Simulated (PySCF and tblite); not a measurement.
The numbers below are computed, except where a source is named.
Stationary points of C₂H₁₀BOP at PBE0-D3(BJ)/def2-SVP, in Å:

Structure A

```
 1 C    -0.883   -1.182    0.573
 2 O    -0.421    0.152    0.374
 3 C    -1.470    1.084    0.141
 4 B     0.857    0.318   -0.658
 5 P     2.346   -0.666    0.167
 6 H    -1.382   -1.547   -0.339
 7 H     0.001   -1.792    0.793
 8 H    -1.577   -1.191    1.426
 9 H    -1.956    0.875   -0.826
10 H    -1.015    2.080    0.118
11 H    -2.198    1.010    0.961
12 H     0.472   -0.220   -1.688
13 H     0.974    1.526   -0.729
14 H     3.143    0.417    0.644
15 H     3.097   -0.854   -1.030
```

Structure B

```
 1 C    -1.076   -1.274    0.184
 2 O    -0.699   -0.038   -0.417
 3 C    -1.190    1.109    0.270
 4 B     0.870    0.062   -0.902
 5 P     1.944    0.067    0.760
 6 H    -2.171   -1.298    0.284
 7 H    -0.737   -2.068   -0.490
 8 H    -0.590   -1.381    1.167
 9 H    -2.282    1.025    0.364
10 H    -0.925    1.979   -0.341
11 H    -0.719    1.187    1.263
12 H     1.007   -0.951   -1.561
13 H     0.881    1.100   -1.534
14 H     2.679    1.276    0.588
15 H     3.005   -0.786    0.343
```

Structure C

```
 1 C    -1.028   -1.240    0.375
 2 O    -0.538    0.020   -0.053
 3 C    -1.353    1.137    0.247
 4 B     0.907    0.135   -0.848
 5 P     2.270   -0.417    0.464
 6 H    -1.924   -1.508   -0.207
 7 H    -0.229   -1.970    0.208
 8 H    -1.266   -1.202    1.448
 9 H    -2.345    1.012   -0.214
10 H    -0.853    2.016   -0.173
11 H    -1.457    1.244    1.339
12 H     0.810   -0.686   -1.744
13 H     0.905    1.295   -1.214
14 H     2.800    0.852    0.853
15 H     3.302   -0.686   -0.481
```

Geometries: PBE0-D3(BJ)/def2-SVP; energies: PBE/pcSseg-1 + D3(BJ), IEF-PCM chloroform; zero-point and thermal terms from GFN2-xTB harmonic modes (soft modes blended into free rotors).

Which structure is a saddle point, and along which motion?

C: one imaginary mode (225i cm⁻¹ at GFN2-xTB, mostly on O2), along the pyramidal inversion at O2.

Give their symmetry and energies above the lowest.

A C1, 0.7 kcal/mol; B C1, 0.0 kcal/mol; C C1, 3.1 kcal/mol.
